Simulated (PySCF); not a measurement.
Dipole response of O (oxygen, neutral)

[He] 2s2 2p4, high-spin 3P determinant. Computed with PySCF 2.14 in aug-cc-pVDZ-DK (4s3p2d, 23 functions), with the spin-free X2C one-electron Hamiltonian (Gaussian nucleus). Coupled (time-dependent) response in atomic units; α is the mean over directions. A double-zeta set is small for polarisabilities.

| method | mean α (bohr³) | α xx, yy, zz | C₆ (like pair) | S(−4) |
| --- | --- | --- | --- | --- |
| UHF | 4.182 | 3.994, 4.558, 3.994 | 12.11 | 7.755 |
| PBE | 4.789 | 4.397, 5.573, 4.397 | 14.10 | 12.64 |
| PBE0 | 4.558 | 4.250, 5.175, 4.250 | 13.38 | 10.45 |
| M06 | 4.561 | 4.319, 5.046, 4.319 | 13.12 | 11.15 |
| BLYP | 4.777 | 4.374, 5.583, 4.374 | 13.95 | 12.93 |

S(−4) is the Cauchy moment in α(ω) = α(0) + S(−4) ω² + …

Reference α: 5.3 ± 0.2 bohr³ (recommended; Schwerdtfeger and Nagle, table of static dipole polarizabilities (2023 update)). Published C₆: 15.60 (Chu and Dalgarno (2004); Tang, Norbeck and Certain (1976)).

α(iu) at PBE:

```json
{"u (hartree)": "0", "α(iu) (bohr³)": "4.789"}
{"u (hartree)": "0.0500", "α(iu) (bohr³)": "4.758"}
{"u (hartree)": "0.100", "α(iu) (bohr³)": "4.669"}
{"u (hartree)": "0.200", "α(iu) (bohr³)": "4.367"}
{"u (hartree)": "0.300", "α(iu) (bohr³)": "3.993"}
{"u (hartree)": "0.500", "α(iu) (bohr³)": "3.274"}
{"u (hartree)": "0.750", "α(iu) (bohr³)": "2.559"}
{"u (hartree)": "1.00", "α(iu) (bohr³)": "2.021"}
{"u (hartree)": "1.50", "α(iu) (bohr³)": "1.305"}
{"u (hartree)": "2.00", "α(iu) (bohr³)": "0.8904"}
{"u (hartree)": "3.00", "α(iu) (bohr³)": "0.4780"}
{"u (hartree)": "5.00", "α(iu) (bohr³)": "0.1984"}
```

A single London oscillator, α(iu) = α/(1 + u²/ω²), gives C₆ = (3/4) ω α². Matching the computed C₆ needs ω = 4 × 14.10 / (3 × 4.789²) = 0.820 hartree.

The components differ because the open shell of this determinant is not spherical; for a pure term their mean is the scalar polarisability.
